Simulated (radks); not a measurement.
The numbers below are computed, except where a source is named.
Spherical jellium clusters: N electrons in a uniform positive sphere of charge N and radius rs N^(1/3), rs = 4.45 bohr. Level of theory: non-relativistic Kohn-Sham, PBE, spin-polarised, spherical densities (a radial shooting solver with Libxc functionals). Levels are named by radial order and angular momentum (1s, 1p, 1d, 2s, ...), and open shells are averaged over m.

N = 8, configuration 1s2 1p6. This is the lowest configuration that the search found. Occupied and some empty levels:

| level | occupation | eigenvalue (eV) | <r> (bohr) |
|---|---|---|---|
| 1s | 2 | -3.9481 | 5.973 |
| 1p | 6 | -2.9601 | 7.142 |
| 1d | 0 | -1.7418 | 8.228 |
| 2s | 0 | -1.2625 | 8.124 |
| 1f | 0 | -0.44254 | 9.801 |

Energy (eV): total -14.8107, kinetic 10.993, external -231.31, Hartree 114.32, exchange-correlation -26.221, background 117.41.
